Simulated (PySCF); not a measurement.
C₈H₁₂BN.
Structure used (PBE0-D3(BJ)/def2-SVP), in Å, numbered top down from 1:
```xyz
22
C8H12BN angstrom
B     -1.4615   -1.6883    0.1120
N     -1.2123   -0.1060    0.0058
C     -2.2821    0.7055    0.0706
C     -2.1875    2.0832   -0.0017
C     -0.9240    2.6524   -0.1483
C      0.1777    1.8149   -0.2177
C      0.0244    0.4253   -0.1389
C      1.1742   -0.4954   -0.2010
C      2.4039   -0.1420   -1.0021
C      2.4731   -0.1333    0.4829
H     -0.8432   -2.0875    1.0939
H     -1.0375   -2.1951   -0.9225
H     -2.6691   -1.8323    0.2347
H     -3.2354    0.1892    0.1860
H     -3.0908    2.6911    0.0563
H     -0.8000    3.7359   -0.2090
H      1.1782    2.2337   -0.3343
H      0.8814   -1.5443   -0.1792
H      2.8804   -0.9595   -1.5482
H      2.4099    0.8138   -1.5335
H      2.9998   -0.9420    0.9953
H      2.5192    0.8306    0.9983
```

The closed-shell ground state was solved at several levels (PySCF, density fitting, gas phase, non-relativistic).

```
              level  basis functions  total energy (Eh)  HOMO (eV)  LUMO (eV)  gap (eV)  dipole (D)
CAM-B3LYP/def2-SVPD              296          -391.1542      -8.59      -0.67      7.92        6.15
      PBE0/pcSseg-1              230          -391.1210      -7.24      -1.73      5.51        6.12
```

**Question.** What might wB97X-D/pcSseg-1 (230 basis functions) give for the same quantities?

**Answer.** Total energy -391.4580 Eh, HOMO -9.08 eV, LUMO -0.04 eV, gap 9.04 eV, dipole 6.28 D.

**Question.** Over all these levels, which gives the widest orbital gap and which the narrowest?

**Answer.** wB97X-D/pcSseg-1 (range-separated hybrid) has the widest, 9.04 eV, and PBE0/pcSseg-1 (global hybrid, 25 % exact exchange) the narrowest, 5.51 eV. The two share the basis. From the narrowest to the widest the HOMO moves by -1.84 eV and the LUMO by +1.69 eV.

**Question.** How far do the dipole and the HOMO energy spread over the levels?

**Answer.** The dipole runs from 6.12 to 6.28 D (mean 6.18 D) and the HOMO from -9.08 to -7.24 eV.

One conformer stands for the species.

wB97X-D is run here without its empirical dispersion term; that term would change no orbital, density or response property at a fixed geometry.
